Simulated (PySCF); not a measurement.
Assignment exercise: CH12OSi4

Bonds (- single, = double, # triple, : aromatic): C1-O2, O2-Si3, Si3-Si4, Si4-Si5, Si4-Si6. C1 carries H7, H8, H9; Si3 carries H10, H11; Si4 carries H12; Si5 carries H13, H14, H15; Si6 carries H16, H17, H18.

Level of theory: NMR shieldings at PBE0/pcSseg-1/GIAO, GFN2-xTB geometry, in PySCF 2.14 (rapidly exchanging positions averaged, non-relativistic Hamiltonian, isolated molecule, one computed conformer).

Shifts are taken against calculated references (same method and geometry level): 1H (31.72 ppm) against TMS.

**Question.** Assign these signals to the numbered atoms. 1H NMR (400 MHz, computed): δ 5.38 (d, 2H), 3.67 (s, 3H), 3.64 (d, 6H), 2.91 (m, 1H).

**Answer.** 
```tsv
δ (ppm)	atoms	environment	reason
5.38	H10/H11	hydrogen on a silicon bonded to O, Si	–
3.67	H7/H8/H9	hydrogen on a methyl carbon bonded to O	its carbon carries O, an electronegative neighbour
3.64	H13/H14/H15/H16/H17/H18	hydrogen on a silicon bonded to Si	–
2.91	H12	hydrogen on a silicon bonded to 3 Si	–
```

H7/H8/H9 and H13/H14/H15/H16/H17/H18 lie closer than the usual error of such a calculation, so a measured spectrum could show them in the other order.

No couplings were computed; multiplicities are counted from neighbouring protons, with m where these are inequivalent, close in shift, in a saturated or five-membered ring or joined by F or P, and br s for small geminal =CH2 splittings.
